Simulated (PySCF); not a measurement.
Au2H2S2Si, multiplicity 1. Atoms are numbered in the order given.

```xyz
7

Au    -0.0007     0.2385    -3.3310
S     -0.0002    -1.2930    -1.6475
Si     0.0063     0.1221     0.0000
S     -0.0002    -1.2930     1.6475
Au    -0.0007     0.2385     3.3310
H     -1.2135     0.9994     0.0000
H      1.2342     0.9881     0.0000
```

Geometry: PBE-D3(BJ)/def2-SVP. The geometry has at least one imaginary mode, so it is a saddle point at that level. The multiplicity is an assumed one; other spin states were not compared. The def2 effective core potentials stand for the cores of Au; spin–orbit coupling is left out. One conformer was computed; it need not be the lowest.

The numbers are results of PBE-D3(BJ)/def2-SVP in PySCF, not measurements.

Frequencies are harmonic and unscaled.

Computed vibrational spectrum:
```csv
mode,ν (cm⁻¹),IR (km/mol),moving atoms (share of kinetic energy)
1,41i,0.0,S 94 %
2,33,0.3,"Au 75 %, S 15 %, Si 10 %"
3,40,0.0,"Si 76 %, H 17 %"
4,94,0.1,"S 35 %, Au 34 %, Si 29 %"
5,98,0.2,"S 51 %, Si 33 %, Au 12 %"
6,343,1.2,"S 85 %, Au 14 %"
7,365,0.3,"S 90 %, Au 10 %"
8,482,103.6,"Si 55 %, S 43 %"
9,493,8.7,"Si 50 %, S 47 %"
10,556,14.0,"H 83 %, Si 14 %"
11,620,0.0,H 98 %
12,787,362.9,H 93 %
13,934,50.0,H 96 %
14,2155,38.9,H 98 %
15,2160,82.1,H 95 %
```
